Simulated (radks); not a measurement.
Spherical quantum dot in the effective-mass picture: electrons in a hard-walled sphere of radius 2.72, all in effective atomic units (hartree* = m*/eps^2 hartree, bohr* = eps/m* bohr), one dielectric constant everywhere. Calculated with a radial shooting solver with Libxc functionals: non-relativistic Kohn-Sham, PBEsol, spin-polarised, spherical densities. Levels are named by radial order and angular momentum (1s, 1p, 1d, 2s, ...), and open shells are averaged over m. Results are scaled to m* = 0.034 and eps = 13.9, for which hartree* = 4.789 meV and bohr* = 21.63 nm.

N = 7, configuration 1s2 1p(up 3, down 2). This is the lowest configuration that the search found. Occupied and some empty levels:

| level | occupation | eigenvalue (meV) | <r> (nm) |
|---|---|---|---|
| 1s up | 1 | 19.327 | 33.76 |
| 1s down | 1 | 19.499 | 33.69 |
| 1p up | 3 | 21.818 | 37.31 |
| 1p down | 2 | 22.001 | 37.30 |
| 1d up | 0 | 25.460 | 39.69 |
| 1d down | 0 | 25.647 | 39.69 |
| 2s up | 0 | 29.243 | 27.91 |
| 2s down | 0 | 29.357 | 27.89 |
| 1f up | 0 | 30.096 | 41.46 |
| 1f down | 0 | 30.282 | 41.47 |

Energy (meV): total 89.6030, kinetic 41.104, external 0, Hartree 63.092, exchange-correlation -14.594.

Electron density:

| r (nm) | n(r) (e/nm^3) |
|---|---|
| 1.50 | 6.449e-06 |
| 5.91 | 7.237e-06 |
| 10.3 | 8.888e-06 |
| 14.7 | 0.00001120 |
| 19.1 | 0.00001383 |
| 23.5 | 0.00001627 |
| 27.9 | 0.00001792 |
| 32.3 | 0.00001818 |
| 36.8 | 0.00001658 |
| 41.2 | 0.00001316 |
| 45.6 | 8.578e-06 |
| 50.0 | 4.071e-06 |
| 54.4 | 1.012e-06 |
| 58.8 | 1.061e-09 |
